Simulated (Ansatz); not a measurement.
| atom | x (Å) | y (Å) | z (Å) |
| --- | --- | --- | --- |
| C | 0.0000 | 0.0000 | -0.4398 |
| C | 0.0000 | 0.0000 | 0.7562 |
| H | 0.0000 | -0.8723 | -0.9492 |
| H | 0.0000 | 0.8723 | -0.9492 |

Basis set: cc-pVDZ (spherical functions). Left uncorrelated: 2 orbitals. Charge 0, multiplicity 1.

Computed with Ansatz (development build ahead of 0.2.0); each method stands on the lowest determinant of its kind that the runs found. Restricted open shells among the atoms or ions are ROHF, correlated in semicanonical orbitals with singles.

**Question.** Give the atomization energy at this shape (free ground-state atoms in the same class of orbitals less the molecule, no zero-point energy) of singlet C₂H₂ by RHF-MP2, RHF.

**Answer.**

```
 method  atomization energy
RHF-MP2            13.48 eV
    RHF            10.45 eV
```

Caution: no unrestricted run beside it, a lower state can exist; the shape is not the minimum.
